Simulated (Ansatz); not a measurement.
# Reading a saddle point

A first-order saddle point of Si4NH12O3F, singlet, PBE0-D4/def2-TZVP, with one imaginary mode of 271i cm⁻¹:

```
21
angstrom
Si 0.5407 -0.7080 1.4097
O 0.1643 0.6001 -0.4394
Si -0.2319 1.3100 -1.8390
O -0.9307 -0.2420 1.8324
Si -2.1452 0.6404 1.1293
O 0.8517 -1.8801 0.3651
Si 0.5148 -2.1822 -1.2272
F 1.1013 -1.3255 2.7773
H 1.3296 1.0534 0.4103
N 1.7634 0.6671 1.3260
H -1.2356 2.4005 -1.6468
H 0.9729 1.9333 -2.4726
H -0.8075 0.3544 -2.8302
H -3.2835 0.5060 2.0749
H -1.7761 2.0725 1.0414
H -2.5606 0.0981 -0.1843
H 1.4051 -1.3995 -2.1167
H 0.8086 -3.6258 -1.4124
H -0.9110 -1.9293 -1.5298
H 2.7208 0.3479 1.2220
H 1.7089 1.3090 2.1101
```

Computed with Ansatz 0.2.0 (basis: def2-TZVPP and def2-QZVPP); correlated methods freeze the cores. Extrapolation: Hartree–Fock as exp(−7.88 √X), correlation as X^−2.97.

Which contacts change along the imaginary mode, and what lies on either side? (Judge from chemistry; the calculation decides.)

Computed: The step is Si₄H₉O₃F ([F][Si]([O][SiH3])([O][SiH3])[O][SiH3]) + NH₃ → Si₃NH₈O₂F ([NH2][Si]([F])([O][SiH3])[O][SiH3]) + SiH₄O ([OH][SiH3]), with the molecules in contact on both sides. Shortening one way: Si1–N10, O2–H9; lengthening the same way: Si1–O2, H9–N10.
```json
{"pair": "Si1–N10", "one side (Å)": "3.30", "saddle (Å)": "1.84", "other side (Å)": "1.72"}
{"pair": "O2–H9", "one side (Å)": "3.80", "saddle (Å)": "1.51", "other side (Å)": "0.98"}
{"pair": "Si1–O2", "one side (Å)": "1.61", "saddle (Å)": "2.30", "other side (Å)": "3.15"}
{"pair": "H9–N10", "one side (Å)": "1.01", "saddle (Å)": "1.08", "other side (Å)": "1.87"}
```

Which side is lower, and how far does the saddle lie above each? (An estimate is asked for; the value comes from the calculation.)

The calculation gives: The side with Si1–O2, H9–N10 short is lower by 0.569 eV; the saddle lies 1.458 eV above it and 0.890 eV above the other (CCSD(T) at an estimated basis limit (MP2 extrapolated from triple and quadruple zeta, plus CCSD(T) − MP2 in triple zeta); electronic energies).

No T1 diagnostic of these runs exceeds 0.013.

Labels in which every atom is bracketed show which atoms are joined, not bond orders.

For scale, one of the runs: CCSD(T)/def2-TZVPP, 491 basis functions, launched by `ansatz run in.yaml --threads 4 --pin off --events-out ev --progress --plain --max-ram 46080MiB --backend cuda --devices 0, --max-vram 37GiB`. Hardware: 4 CPU threads of an AMD EPYC 7R13 and a share of one NVIDIA H100, shared host. Wall time 74 s; peak host memory 1.4 GiB.
